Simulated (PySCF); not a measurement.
Se(Br)(NH2), H2BrNSe, SMILES N[Se]Br (PBE0/def2-SVP optimised geometry):

```
5

Se    -0.948    -1.121     0.000
Br     1.435    -1.121     0.000
N     -1.435     0.592     0.000
H     -1.246     1.121    -0.847
H     -1.247     1.121     0.847
```

Calculation: PySCF with PBE0/def2-TZVP.

Problem. What are the frontier orbital energies and the dipole moment?

Solution. HOMO-2 -8.59 eV, HOMO-1 -8.18 eV, HOMO -6.68 eV, LUMO -2.11 eV, LUMO+1 -0.37 eV; dipole moment 2.38 D.

On the same geometry PySCF with PBE/def2-TZVP gives HOMO-2 -7.33 eV, HOMO-1 -6.87 eV, HOMO -5.45 eV, LUMO -2.91 eV, LUMO+1 -1.30 eV; dipole moment 2.44 D.

Meta-Löwdin charges at PBE0/def2-TZVP: Se1 0.32, Br2 -0.23, N3 -0.59, H4 0.25, H5 0.25.
